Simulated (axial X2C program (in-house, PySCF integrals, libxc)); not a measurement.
## BSe⁺: cheaper levels and CCSD(T), two-component

Calculated with an axial X2C code built on PySCF integrals. Two-component (2c) means X2C with spin–orbit coupling and atomic mean-field two-electron Coulomb and Gaunt terms. Basis: Se dyall-cv3z [8s9p6d4f1g], B dyall-v3z [7s6p2d1f] (cores contracted in-house); Gaussian nuclei, density fitting, unrestricted open shells. Masses: Se 79.917 u, B 11.009 u.

State: Ω = 2 (⟨Sz⟩ = 1.00, ⟨Lz⟩ = 1.00 at HF); fragments Se + B+.

| level | Re (Å) | ωe (cm⁻¹) | De (eV) |
| --- | --- | --- | --- |
| PBE0 | 1.839 | 803.3 | 3.24 |
| HF | 1.838 | 790.2 | n/a |
| CCSD | 1.851 | 774.9 | 2.24 |
| M06 | 1.841 | 786.0 | 3.00 |

Correlated methods: 8 electrons correlated (number of frozen shells: Se 3 s, 2 p, 1 d; B 1 s), 192 virtual spin orbitals or spinors in MP2, 90 natural virtuals in coupled cluster.

CCSD(T), same Hamiltonian and basis:

Re = 1.857 Å, ωe = 773.3 cm⁻¹, De = 2.43 eV; T1 = 0.028 (Lee–Taylor normalisation).

(1) Give the differences from CCSD(T) in the columns below.

One determinant describes the state; a PBE0 search over occupations chose it and may have missed a lower one. De is counted from the lowest determinant-based energies of the atoms at the same level, without counterpoise correction. De is not given where an atomic determinant may have missed its ground term or J level, or where the truncated virtual space spoils (T). Density functionals use the spin component along the axis (collinear). Coupled cluster ran in a truncated set of natural virtual spinors; the MP2 energy of the rest was added. (T) has no such correction and the atoms are truncated less, which lowers De at CCSD(T) by a hundredth of an eV or more. PBE0 can misorder states that lie within some tenths of an eV, so this need not be the ground state of the molecule. The nearest other spin-free determinant of the search, M_S = 0, Λ = 1, lies 0.10 eV up at the distance of the search. The functionals have no current-density term, which raises determinants with orbital currents, atoms included. With several unpaired electrons one determinant need not be a pure state. A state of lower Ω lies just above, and one determinant can place such states too high, so the state shown need not be the lowest. The search has Ω = 1 only 0.11 eV up. Open-shell Ω = 0 determinants with evenly filled partner blocks cannot be reached by this program, so the Ω shown need not be the lowest component.

## Answers

(1) 

```csv
level,ΔRe (Å),Δωe (cm⁻¹),ΔDe (eV)
PBE0,-0.018,30,0.81
HF,-0.019,17,n/a
CCSD,-0.006,2,-0.19
M06,-0.016,13,0.57
```
